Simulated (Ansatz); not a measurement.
Start from `C=NB(N)O` and change one atom or group to get `NB(O)[TeH]`.

Ansatz, PBE0-D4/def2-TZVP geometries, multiplicity 1. Each molecule was computed in one conformer, which needn't be the lowest.

Elements past krypton have def2 core potentials.

| property | `C=NB(N)O` |
| --- | --- |
| HOMO–LUMO gap (B3LYP/def2-TZVPP) / eV | 5.98 |
| zero-point energy (PBE0-D4/def2-TZVP) / kJ/mol | 201.9 |
| LUMO energy (PBE0/def2-TZVPP) / eV | -0.38 |
| ideal-gas entropy at 298 K and 1 bar (rigid rotor, harmonic PBE0-D4/def2-TZVP) / J/(mol·K) | 323 |
| LUMO energy (PBE/def2-TZVPP) / eV | -1.54 |
| HOMO–LUMO gap (PBE0/def2-TZVPP) / eV | 6.46 |

Task: What does the change do to each property? (An estimate is asked.)

Result: Ansatz gave: 
```csv
property,`NB(O)[TeH]`,shift
HOMO–LUMO gap (B3LYP/def2-TZVPP) / eV,5.51,-0.47
zero-point energy (PBE0-D4/def2-TZVP) / kJ/mol,138.4,-63.5
LUMO energy (PBE0/def2-TZVPP) / eV,-0.11,0.27
"ideal-gas entropy at 298 K and 1 bar (rigid rotor, harmonic PBE0-D4/def2-TZVP) / J/(mol·K)",329,6
LUMO energy (PBE/def2-TZVPP) / eV,-0.94,0.60
HOMO–LUMO gap (PBE0/def2-TZVPP) / eV,6.00,-0.46
```

With PBE0 the HOMO rises by 0.74 eV and the LUMO rises by 0.27 eV, so the gap narrows by about 0.47 eV. PBE moves the HOMO by 0.35 eV and ωB97M-V by 1.01 eV. The zero-point energy changes by -63.5 kJ/mol with -6 modes. Modes under 60 cm⁻¹, often nearly free rotors, make the harmonic entropy too high.

B3LYP here is the variant with VWN-RPA as its local correlation; programs differ in this.

Spin–orbit coupling is left out; it splits and shifts lone-pair levels of the heavy atoms by tenths of an eV.
